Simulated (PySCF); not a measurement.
## Spin states and ions at one geometry of [WOCl3]+

PySCF 2.14.0, RKS PBE0, W def2-SVP with ECP60, O def2-SVP, Cl def2-SVP; non-relativistic Hamiltonian with scalar-relativistic core potentials where named; density fitting; no spin-orbit coupling; singlets restricted, open shells unrestricted. The geometry is relaxed for charge +1, singlet, vacuum:

```xyz
5

W     0.0554    0.0000    0.0782
O     1.2520    0.0000    1.2280
Cl    0.3313    1.8237   -1.1175
Cl   -1.8579    0.0000    1.1604
Cl    0.3313   -1.8237   -1.1175
```

Energies count from the relaxed state; an electron taken off or put on is at rest in vacuum. Charges and spins are Mulliken's.

```
                     state  energy (eV)  spin squared  charge on W1 (e)  spin on W1 (e)  dipole about the centre of mass (D)
charge +1, singlet, vacuum         0.00          0.00              1.05            0.00                                 1.64
charge +1, triplet, vacuum         4.10          2.01              0.91            0.67                                 2.47
charge +2, doublet, vacuum        17.80          0.79              1.10           -0.24                                 2.87
```

Task: What does the state charge 0, doublet, vacuum give?

Result: energy (eV) -7.77, spin squared 0.75, charge on W1 (e) 0.85, spin on W1 (e) 0.81, dipole about the centre of mass (D) 1.25.

With an electron taken off (doublet) the charges change, summed by element, by W +0.05 e, O +0.10 e, Cl +0.85 e. The vertical ionisation energy is 17.80 eV, against −ε(HOMO) = 15.76 eV of the relaxed state. The level lies 2.0 eV too high, as is usual for semilocal functionals and global hybrids, which keep a self-interaction error.

With an electron put on (doublet) the charges change, summed by element, by W -0.20 e, O -0.14 e, Cl -0.66 e. The vertical electron affinity is 7.77 eV, against −ε(LUMO) = 9.73 eV of the relaxed state.

Open shells may have lower solutions than those found.
